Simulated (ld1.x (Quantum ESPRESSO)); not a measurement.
## u(r) = r·R(r): atom against pseudo-atom (Cr (Z = 24))

Columns: radius, all-electron u(r) and pseudo u(r) of the 4s shell (level -18.64 eV) of chromium in the configuration [Ne] 3s2 3p6 3d4 4s0 4p0; PBE, scalar-relativistic, PAW scheme, ld1.x (Quantum ESPRESSO) 7.5.

```tsv
r (bohr)	all-electron	pseudo
0.110	-0.0821	0.3025
0.220	-0.1951	0.5697
0.330	-0.0383	0.7717
0.440	0.1603	0.8887
0.550	0.2917	0.9133
0.660	0.3350	0.8511
0.770	0.3047	0.7181
0.880	0.2251	0.5378
0.990	0.1176	0.3355
1.100	-0.0012	0.1347
1.210	-0.1202	-0.0474
1.320	-0.2325	-0.2011
1.430	-0.3339	-0.3245
1.540	-0.4223	-0.4211
1.650	-0.4971	-0.4972
1.760	-0.5583	-0.5583
1.870	-0.6066	-0.6066
1.980	-0.6429	-0.6429
2.090	-0.6682	-0.6682
2.200	-0.6839	-0.6839
2.310	-0.6912	-0.6912
2.420	-0.6910	-0.6910
2.530	-0.6846	-0.6846
2.640	-0.6729	-0.6729
2.750	-0.6568	-0.6568
2.860	-0.6372	-0.6372
```

Question: How many radial nodes do the two functions have?

Answer: The all-electron 4s function has n − l − 1 = 3 (the table is too coarse to show those close to the nucleus); the pseudo-wave has 1, since 1 lower shell of the same l stays in the valence.

Question: At about which radius was the pseudo-wave matched?

Answer: 1.75 bohr, where the columns begin to agree (steps of 0.11 bohr).

Question: Is the pseudo-wave norm-conserving?

Answer: No, it belongs to a PAW set: the norm inside the radius is not constrained, and the difference is carried by the augmentation charge.
